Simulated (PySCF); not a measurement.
**V(CH3)2: what the settings change**

The complex V(CH3)2 (charge 0) contains V(II), shell d3. The structure is a PBE0-D3(BJ)/def2-TZVP geometry optimised for multiplicity 4; coordination irregular, point group Cs, metal–donor distances 2.08 Å.

```
9

V     0.0000    0.0000    0.0000
C     2.0826    0.0000    0.0000
H     2.4324    1.0452    0.0000
H     2.5141   -0.4831    0.8841
H     2.5141   -0.4831   -0.8841
C    -1.1257   -1.7598    0.0000
H    -0.4620   -2.6317    0.0000
H    -1.7727   -1.8441    0.8835
H    -1.7727   -1.8441   -0.8835
```

Method (PySCF 2.14, density fitting): CASSCF(3,5) with orbitals averaged over all microstates of the shell, strongly contracted NEVPT2 on the averaged canonical orbitals; basis x2c-TZVPall on the metal, x2c-SVPall elsewhere; spin-free X2C; gas phase; spin-orbit coupling by state interaction with the mean-field operator over all roots.

Base run: NEVPT2 ground state 4A'', next 4A' at 1563, then 4A'' at 2062 cm⁻¹, B(CASSCF) 790, ζ 155 cm⁻¹, D 7.99 cm⁻¹, g 1.728 1.823 1.998, μeff(300 K) 3.80 μB.

**Question.** What happens with the basis x2c-TZVPall on all atoms?

**Answer.** NEVPT2 ground state 4A'', next 4A' at 1610, then 4A'' at 2069 cm⁻¹, B(CASSCF) 790, ζ 155 cm⁻¹, D 7.92 cm⁻¹, g 1.734 1.823 1.998, μeff(300 K) 3.80 μB. It took 6.6 s against 5.7 s on a shared host of the same kind.

**Question.** What happens with orbitals averaged over the highest spin alone?

**Answer.** NEVPT2 ground state 4A'', next 4A' at 1533, then 4A'' at 2087 cm⁻¹, B(CASSCF) 814, ζ 159 cm⁻¹, D 8.60 cm⁻¹, g 1.710 1.814 1.998, μeff(300 K) 3.79 μB.

NEVPT2 lifts 4A'' from 6102 to 7046 cm⁻¹; on the d shell alone such lifts tend to overshoot.
